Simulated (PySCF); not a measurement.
# SMILES C[AsH]C[Se]C, C3H9AsSe

Cartesian coordinates in Å; atom numbers follow the order of the lines, from 1:
```xyz
14

C    -2.2596   -0.4111    0.3991
As   -1.6258    1.4469    0.2978
C     0.2089    1.0496   -0.3358
Se    1.3049    0.4659    1.1642
C     2.8158   -0.1717    0.1246
H    -1.7769   -0.8923    1.2614
H    -2.0234   -0.9817   -0.5098
H    -3.3474   -0.4135    0.5590
H    -2.1614    1.7151   -1.1092
H     0.6345    1.9667   -0.7703
H     0.1882    0.2597   -1.1016
H     2.5192   -1.0116   -0.5190
H     3.5795   -0.5148    0.8362
H     3.2345    0.6416   -0.4843
```

The calculation used GIAO B3LYP/pcSseg-1 magnetisability, rotational g tensor and spin-rotation constants, non-relativistic, gas phase in PySCF 2.14.0. Geometry: PBE0-D3(BJ)/def2-SVP.

The calculation is non-relativistic, which matters for the atoms heavier than Zn.

Question: Give the nuclear spin-rotation constants along the inertial axes (H = +C I·J) beside the isotropic shieldings.

Answer: Rotational constants 4.9251, 0.8055, 0.7848 GHz. A star marks the isotopologue with that one atom substituted, in its own axes.
```tsv
atom	isotope	Caa (kHz)	Cbb (kHz)	Ccc (kHz)	mean (kHz)	σ (ppm)
As2	75As	6.842	1.176	1.229	3.082	1469.5
H6	1H	-0.293	-0.050	-0.056	-0.133	30.1
H7	1H	-0.498	-0.082	0.007	-0.191	30.1
H8	1H	0.001	-0.074	-0.086	-0.053	30.5
H9	1H	-0.293	-0.066	-0.010	-0.123	27.7
H10	1H	-0.469	0.026	-0.083	-0.175	28.6
H11	1H	-0.503	-0.061	0.001	-0.188	29.0
H12	1H	-0.478	-0.049	-0.020	-0.182	29.4
H13	1H	-0.068	-0.080	-0.061	-0.070	29.8
H14	1H	-0.490	0.010	-0.074	-0.185	29.3
C1	13C*	0.641	0.113	0.112	0.289	170.9
C3	13C*	0.845	0.157	0.131	0.378	144.9
Se4	77Se*	5.041	1.495	1.474	2.670	1650.8
C5	13C*	0.704	0.139	0.115	0.319	160.0
```
For the geometry as given, no vibrational averaging.

Question: How do the rotational constants and the g tensor change when H6, H7, H8, H9, H10, H11, H12, H13, H14 are replaced by deuterium?

Answer: Constants 3.8402, 0.7324, 0.7106 GHz; g -0.0114, -0.0024, -0.0020, against -0.0140, -0.0026, -0.0022 before.
